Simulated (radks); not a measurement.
Polarisability of the nickel ion Ni8+, [Ar] 3d2, at imaginary frequency. Method: scalar-relativistic Kohn-Sham, LB94 model potential, spin-unpolarised, spherical densities, finite nucleus; Fermi nuclear charge, rms radius 3.7757 fm; computed with a radial shooting solver on a logarithmic mesh with Libxc functionals. Response by self-consistent Sternheimer equations with the Hartree and adiabatic LDA kernel, the relativistic mass of each level held fixed and spin-orbit coupling left out.

w (hartree)  alpha1(iw) (bohr^3)
0.00266                   0.4032
0.0143                    0.4032
0.0360                    0.4031
0.0697                    0.4030
0.118                     0.4027
0.186                     0.4020
0.280                     0.4005
0.413                     0.3974
0.605                     0.3910
0.892                     0.3779
1.35                      0.3509
2.12                      0.2980
3.59                      0.2102
6.94                      0.1052
17.5                     0.02862

Static values: alpha1 = 0.4032 bohr^3 (0.05974 angstrom^3; uncoupled 0.5833). C6 = 0.4729, triple-dipole C9 = 0.1363 atomic units. One-pole (London) frequency 4 C6 / (3 alpha1^2) = 3.879 hartree, against 6.960 for minus the highest occupied eigenvalue.
